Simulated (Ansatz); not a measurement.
Isomers of Ba₅S₅⁺ (doublet), relaxed with PBE-D4/def2-SVP; total energies from Ansatz at PBE0-D4/def2-TZVP.

```csv
isomer,description,energy (Eh)
A,point group C4v; 17 × Ba–S 2.86 to 3.73 Å,-2118.29659
B,point group Cs; 15 × Ba–S 2.84 to 3.14 Å; 1 × S–S 2.14 Å,-2118.27234
```

In the def2 sets Ba takes a core potential; there is no spin–orbit coupling.

The isomers come from a short search, and lower ones may exist.

Work out the relative energies (1 Eh = 2625.5 kJ/mol) and the Boltzmann populations at 800 K from electronic energies alone (R = 8.314 J/mol/K).

ΔE: A 0.0, B 63.7 kJ/mol. RT = 6.65 kJ/mol. Factors exp(−ΔE/RT): A 1, B 6.92e-05; sum 1.000. Populations: A 100.0 %, B 0.0 %. Zero-point energy, vibrational entropy and symmetry numbers are left out and can shift these; an error of 4 kJ/mol changes a ratio by a factor of 1.8. Over the other density-functional and correlated levels in def2 sets, the gap between A and B ranges from 95 to 102 kJ/mol.
